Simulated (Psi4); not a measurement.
Input file for Psi4: SAPT0/jun-cc-pV(D+d)Z on C2H5NO (a complex), monomers drawn apart or pushed together.

```
memory 2025 MB

molecule dimer {
0 1
O    -0.12077657    0.16146854   -0.88120611
H     0.02235168    0.11252110    0.07554706
H    -1.04094350    0.42390226   -0.97768318
--
0 1
C     0.95852676   -0.19279058    5.44859938
C     0.58841171   -0.07809139    4.04829244
N     0.29841576    0.01184712    2.94142122
H     1.36744510   -1.18383560    5.64613685
H     1.71069595    0.55580759    5.69810733
H     0.08375345   -0.03911031    6.08070191
units angstrom
symmetry c1
no_reorient
no_com
}

set {
  basis jun-cc-pV(D+d)Z
  scf_type df
  freeze_core true
}

energy('sapt0')
```

It printed:

```
[...]
==> Input File <==

--------------------------------------------------------------------------
memory 2025 MB

molecule dimer {
0 1
O    -0.12077657    0.16146854   -0.88120611
H     0.02235168    0.11252110    0.07554706
H    -1.04094350    0.42390226   -0.97768318
--
0 1
C     0.95852676   -0.19279058    5.44859938
C     0.58841171   -0.07809139    4.04829244
N     0.29841576    0.01184712    2.94142122
H     1.36744510   -1.18383560    5.64613685
H     1.71069595    0.55580759    5.69810733
H     0.08375345   -0.03911031    6.08070191
units angstrom
symmetry c1
no_reorient
no_com
}

set {
  basis jun-cc-pV(D+d)Z
  scf_type df
  freeze_core true
}

energy('sapt0')
--------------------------------------------------------------------------


   => Loading Basis Set <=

    Name: JUN-CC-PV(D+D)Z
    Role: ORBITAL
    Keyword: BASIS
    atoms 1        entry O          line   256 file jun-cc-pv_dpd_z.gbs
    atoms 2-3, 7-9 entry H          line    60 file jun-cc-pv_dpd_z.gbs
    atoms 4-5      entry C          line   188 file jun-cc-pv_dpd_z.gbs
    atoms 6        entry N          line   222 file jun-cc-pv_dpd_z.gbs

   => Loading Basis Set <=

    Name: JUN-CC-PV(D+D)Z
    Role: ORBITAL
    Keyword: BASIS
    atoms 1        entry O          line   256 file jun-cc-pv_dpd_z.gbs
    atoms 2-3, 7-9 entry H          line    60 file jun-cc-pv_dpd_z.gbs
    atoms 4-5      entry C          line   188 file jun-cc-pv_dpd_z.gbs
    atoms 6        entry N          line   222 file jun-cc-pv_dpd_z.gbs


  //>>>>>>>>>>>>>>>>>>>>>>>>>>>>>>>>>>>//
  //              Dimer HF             //
  //<<<<<<<<<<<<<<<<<<<<<<<<<<<<<<<<<<<//

   => Libint2 <=

    Primary   basis highest AM E, G, H:  7, 6, 3
    Auxiliary basis highest AM E, G, H:  7, 7, 4
    Onebody   basis highest AM E, G, H:  -, -, -
    Solid Harmonics ordering:            Gaussian


   => Loading Basis Set <=

    Name: JUN-CC-PV(D+D)Z
    Role: ORBITAL
    Keyword: BASIS
    atoms 1        entry O          line   256 file jun-cc-pv_dpd_z.gbs
    atoms 2-3, 7-9 entry H          line    60 file jun-cc-pv_dpd_z.gbs
    atoms 4-5      entry C          line   188 file jun-cc-pv_dpd_z.gbs
    atoms 6        entry N          line   222 file jun-cc-pv_dpd_z.gbs


         ---------------------------------------------------------
                                   SCF
               by Justin Turney, Rob Parrish, Andy Simmonett
                          and Daniel G. A. Smith
                              RHF Reference
                        1 Threads,   1931 MiB Core
         ---------------------------------------------------------

  ==> Geometry <==

    Molecular point group: c1
    Full point group: C1

    Geometry (in Angstrom), charge = 0, multiplicity = 1:

       Center              X                  Y                   Z               Mass
    ------------   -----------------  -----------------  -----------------  -----------------
         O           -0.120776570000     0.161468540000    -0.881206110000    15.994914619570
         H            0.022351680000     0.112521100000     0.075547060000     1.007825032230
         H           -1.040943500000     0.423902260000    -0.977683180000     1.007825032230
         C            0.958526760000    -0.192790580000     5.448599380000    12.000000000000
         C            0.588411710000    -0.078091390000     4.048292440000    12.000000000000
         N            0.298415760000     0.011847120000     2.941421220000    14.003074004430
         H            1.367445100000    -1.183835600000     5.646136850000     1.007825032230
         H            1.710695950000     0.555807590000     5.698107330000     1.007825032230
         H            0.083753450000    -0.039110310000     6.080701910000     1.007825032230

  Running in c1 symmetry.

  Rotational constants: A =      3.28069  B =      0.02077  C =      0.02073 [cm^-1]
  Rotational constants: A =  98352.61615  B =    622.57780  C =    621.50721 [MHz]
  Nuclear repulsion =   91.549539762402759

  Charge       = 0
  Multiplicity = 1
  Electrons    = 32
  Nalpha       = 16
  Nbeta        = 16

  ==> Algorithm <==

  SCF Algorithm Type is DF.
  DIIS enabled.
  MOM disabled.
  Fractional occupation disabled.
  Guess Type is SAD.
  Energy threshold   = 1.00e-08
  Density threshold  = 1.00e-08
  Integral threshold = 1.00e-12

  ==> Primary Basis <==

  Basis Set: JUN-CC-PV(D+D)Z
    Blend: JUN-CC-PV(D+D)Z
    Number of shells: 47
    Number of basis functions: 97
    Number of Cartesian functions: 101
    Spherical Harmonics?: true
    Max angular momentum: 2

   => Loading Basis Set <=

    Name: (JUN-CC-PV(D+D)Z AUX)
    Role: JKFIT
    Keyword: DF_BASIS_SCF
    atoms 1        entry O          line   258 file jun-cc-pvdz-jkfit.gbs
    atoms 2-3, 7-9 entry H          line    70 file jun-cc-pvdz-jkfit.gbs
    atoms 4-5      entry C          line   146 file jun-cc-pvdz-jkfit.gbs
    atoms 6        entry N          line   202 file jun-cc-pvdz-jkfit.gbs

  ==>
[...]
Energy =             58.7364412963299856
    One-Electron Energy =                -293.5905895435193429
    Two-Electron Energy =                 102.9126661489132175
    Total Energy =                       -131.9414820982761398

Computation Completed


Properties will be evaluated at   0.000000,   0.000000,   0.000000 [a0]

Properties computed using the SCF density matrix


 Multipole Moments:

 ------------------------------------------------------------------------------------
     Multipole            Electronic (a.u.)      Nuclear  (a.u.)        Total (a.u.)
 ------------------------------------------------------------------------------------

 L = 1.  Multiply by 2.5417464519 to convert [e a0] to [Debye]
 Dipole X            :        -27.0397136           27.4623233            0.4226097
 Dipole Y            :          4.0443389           -4.1753504           -0.1310115
 Dipole Z            :       -177.9124627          179.5168870            1.6044243
 Magnitude           :                                                    1.6643138

 ------------------------------------------------------------------------------------

  Constructing Basis Sets for SAPT...

   => Loading Basis Set <=

    Name: (JUN-CC-PV(D+D)Z AUX)
    Role: RIFIT
    Keyword: DF_BASIS_SAPT
    atoms 1        entry O          line   188 file jun-cc-pvdz-ri.gbs
    atoms 2-3, 7-9 entry H          line    30 file jun-cc-pvdz-ri.gbs
    atoms 4-5      entry C          line   100 file jun-cc-pvdz-ri.gbs
    atoms 6        entry N          line   144 file jun-cc-pvdz-ri.gbs

   => Loading Basis Set <=

    Name: (JUN-CC-PV(D+D)Z AUX)
    Role: JKFIT
    Keyword: DF_BASIS_ELST
    atoms 1        entry O          line   258 file jun-cc-pvdz-jkfit.gbs
    atoms 2-3, 7-9 entry H          line    70 file jun-cc-pvdz-jkfit.gbs
    atoms 4-5      entry C          line   146 file jun-cc-pvdz-jkfit.gbs
    atoms 6        entry N          line   202 file jun-cc-pvdz-jkfit.gbs


  //>>>>>>>>>>>>>>>>>>>>>>>>>>>>>>>>>>>//
  //               SAPT0               //
  //<<<<<<<<<<<<<<<<<<<<<<<<<<<<<<<<<<<//



        SAPT0
    Ed Hohenstein
     6 June 2009

      Orbital Information
  --------------------------
    NSO        =        97
    NMO        =        97
    NRI        =       330
    NRI (Elst) =       431
    NOCC A     =         5
    NOCC B     =        11
    FOCC A     =         1
    FOCC B     =         3
    NVIR A     =        92
    NVIR B     =        86

    Elst10,r            =    -0.004539608621 [Eh]
    Exch10              =     0.000467452663 [Eh]
    Exch10 (S^2)        =     0.000467239575 [Eh]

    Maxiter = 50
    CPHF R converge = 1.000000E-08

    Iter     Energy [mEh]          dE [mEh]         Residual      Time [s]
       1      -0.12718558       0.127185584     2.677484e-03             0
       2      -0.15069168       0.023506093     1.429672e-03             0
       3      -0.16157153       0.010879857     3.107222e-04             1
       4      -0.16163313       0.000061599     7.818244e-05             1
       5      -0.16123037      -0.000402761     1.102688e-05             1
       6      -0.16129473       0.000064355     1.970626e-06             1
       7      -0.16129004      -0.000004692     3.892681e-07             1
       8      -0.16128984      -0.000000200     9.568218e-08             1
       9      -0.16129003       0.000000191     1.546421e-08             1
      10      -0.16129000      -0.000000026     2.236096e-09             1

    CHF Iterations converged

    Maxiter = 50
    CPHF R converge = 1.000000E-08

    Iter     Energy [mEh]          dE [mEh]         Residual      Time [s]
       1      -0.20336396       0.203363957     5.623613e-03             0
       2      -0.19940677      -0.003957190     1.484814e-03             0
       3      -0.23286097       0.033454206     2.397940e-04             0
       4      -0.23216165      -0.000699326     6.342341e-05             0
       5      -0.23193091      -0.000230735     1.402654e-05             0
       6      -0.23195764       0.000026723     4.591582e-06             0
       7      -0.23196801       0.000010379     2.107467e-06             0
       8      -0.23196245      -0.000005563     9.058343e-07             0
       9      -0.23196177      -0.000000684     2.611293e-07             0
      10      -0.23196255       0.000000779     5.545509e-08             0
      11      -0.23196248      -0.000000072     1.814018e-08             0
      12      -0.23196245      -0.000000021     4.490559e-09             0

    CHF Iterations converged

    Ind20,r (A<-B)      =    -0.000161290002 [Eh]
    Ind20,r (B<-A)      =    -0.000231962454 [Eh]
    Ind20,r             =    -0.000393252456 [Eh]
    Exch-Ind20,r (A<-B) =     0.000006863738 [Eh]
    Exch-Ind20,r (B<-A) =     0.000045161203 [Eh]
    Exch-Ind20,r        =     0.000052024941 [Eh]
    Disp20              =    -0.000537279543 [Eh]
    Disp20 (SS)         =    -0.000268639772 [Eh]
    Disp20 (OS)         =    -0.000268639772 [Eh]
    Exch-Disp20         =     0.000027646810 [Eh]
    Exch-Disp20 (SS)    =     0.000015685696 [Eh]
    Exch-Disp20 (OS)    =     0.000011961114 [Eh]

    SAPT Results
  --------------------------------------------------------------------------------------------------------
    Electrostatics                 -4.53960862 [mEh]      -2.84864742 [kcal/mol]     -11.91874079 [kJ/mol]
      Elst10,r                     -4.53960862 [mEh]      -2.84864742 [kcal/mol]     -11.91874079 [kJ/mol]

    Exchange                        0.46745266 [mEh]       0.29333097 [kcal/mol]       1.22729680 [kJ/mol]
      Exch10                        0.46745266 [mEh]       0.29333097 [kcal/mol]       1.22729680 [kJ/mol]
      Exch10(S^2)                   0.46723957 [mEh]       0.29319726 [kcal/mol]       1.22673733 [kJ/mol]

    Induction                      -0.40202705 [mEh]      -0.25227578 [kcal/mol]      -1.05552187 [kJ/mol]
      Ind20,r                      -0.39325246 [mEh]      -0.24676964 [kcal/mol]      -1.03248418 [kJ/mol]
      Exch-Ind20,r                  0.05202494 [mEh]       0.03264614 [kcal/mol]       0.13659146 [kJ/mol]
      delta HF,r (2)               -0.06079953 [mEh]      -0.03815228 [kcal/mol]      -0.15962915 [kJ/mol]

    Dispersion                     -0.50963273 [mEh]      -0.31979937 [kcal/mol]      -1.33804056 [kJ/mol]
      Disp20                       -0.53727954 [mEh]      -0.33714800 [kcal/mol]      -1.41062725 [kJ/mol]
      Exch-Disp20                   0.02764681 [mEh]       0.01734864 [kcal/mol]       0.07258669 [kJ/mol]
      Disp20 (SS)                  -0.26863977 [mEh]      -0.16857400 [kcal/mol]      -0.70531362 [kJ/mol]
      Disp20 (OS)                  -0.26863977 [mEh]      -0.16857400 [kcal/mol]      -0.70531362 [kJ/mol]
      Exch-Disp20 (SS)              0.01568570 [mEh]       0.00984292 [kcal/mol]       0.04118279 [kJ/mol]
      Exch-Disp20 (OS)              0.01196111 [mEh]       0.00750571 [kcal/mol]       0.03140390 [kJ/mol]

  Total HF                         -4.47418301 [mEh]      -2.80759222 [kcal/mol]     -11.74696587 [kJ/mol]
  Total SAPT0                      -4.98381574 [mEh]      -3.12739159 [kcal/mol]     -13.08500642 [kJ/mol]

  Special recipe for scaled SAPT0 (see Manual):
    Electrostatics sSAPT0          -4.53960862 [mEh]      -2.84864742 [kcal/mol]     -11.91874079 [kJ/mol]
    Exchange sSAPT0                 0.46745266 [mEh]       0.29333097 [kcal/mol]       1.22729680 [kJ/mol]
    Induction sSAPT0               -0.40195584 [mEh]      -0.25223110 [kcal/mol]      -1.05533491 [kJ/mol]
    Dispersion sSAPT0              -0.50959489 [mEh]      -0.31977562 [kcal/mol]      -1.33794120 [kJ/mol]
  Total sSAPT0                     -4.98370669 [mEh]      -3.12732316 [kcal/mol]     -13.08472010 [kJ/mol]
  --------------------------------------------------------------------------------------------------------



*** Psi4 exiting successfully. Buy a developer a beer!
```

The run finished.

Cost: around 6 core-seconds (rough).
